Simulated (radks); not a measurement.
The numbers below are computed, except where a source is named.
Effect of the nuclear size on the neodymium ion Nd2+, [Xe] 4f4. Code: a radial shooting solver on a logarithmic mesh with Libxc functionals. Model: Dirac Kohn-Sham, exchange-only LDA, spin-unpolarised, spherical densities, finite nucleus; open shells are shared between the two j in proportion to 2j + 1; Fermi nuclear charge, rms radius 4.9123 fm. The rms radius is varied about that value; shifts are against it.

rms radius (fm) = 4.4063: total energy shift (eV) -2.52; density at nucleus (e/bohr^3) 4.628e+05; 1s1/2 shift (meV) -1050; 2s1/2 shift (meV) -130; 4p1/2 shift (meV) 0.208; 5s1/2 shift (meV) -1.04; 5p1/2 shift (meV) 0.043; 4f7/2 shift (meV) 0.124; 6s1/2 (empty) shift (meV) -0.164
rms radius (fm) = 4.7355: total energy shift (eV) -0.905; density at nucleus (e/bohr^3) 4.554e+05; 1s1/2 shift (meV) -375; 2s1/2 shift (meV) -46.7; 4p1/2 shift (meV) 0.075; 5s1/2 shift (meV) -0.373; 5p1/2 shift (meV) 0.016; 4f7/2 shift (meV) 0.044; 6s1/2 (empty) shift (meV) -0.059
rms radius (fm) = 4.9123: total energy shift (eV) 0; density at nucleus (e/bohr^3) 4.517e+05; 1s1/2 shift (meV) 0.000; 2s1/2 shift (meV) 0.000; 4p1/2 shift (meV) 0.000; 5s1/2 shift (meV) 0.000; 5p1/2 shift (meV) 0.000; 4f7/2 shift (meV) 0.000; 6s1/2 (empty) shift (meV) 0.000
rms radius (fm) = 5.3004: total energy shift (eV) 2.08; density at nucleus (e/bohr^3) 4.442e+05; 1s1/2 shift (meV) 862; 2s1/2 shift (meV) 107; 4p1/2 shift (meV) -0.171; 5s1/2 shift (meV) 0.856; 5p1/2 shift (meV) -0.036; 4f7/2 shift (meV) -0.102; 6s1/2 (empty) shift (meV) 0.135
rms radius (fm) = 6.047: total energy shift (eV) 6.42; density at nucleus (e/bohr^3) 4.313e+05; 1s1/2 shift (meV) 2660; 2s1/2 shift (meV) 331; 4p1/2 shift (meV) -0.528; 5s1/2 shift (meV) 2.64; 5p1/2 shift (meV) -0.110; 4f7/2 shift (meV) -0.315; 6s1/2 (empty) shift (meV) 0.418

Slopes of the eigenvalues against <r^2> in GHz/fm^2, as finite differences over the two radii next to the reference (eigenvalue slopes, not the field-shift constants of lines): 1s1/2 52800, 2s1/2 6560, 4p1/2 -10.5, 5s1/2 52.4, 5p1/2 -2.19, 4f7/2 -6.25, 6s1/2 (empty) 8.28.
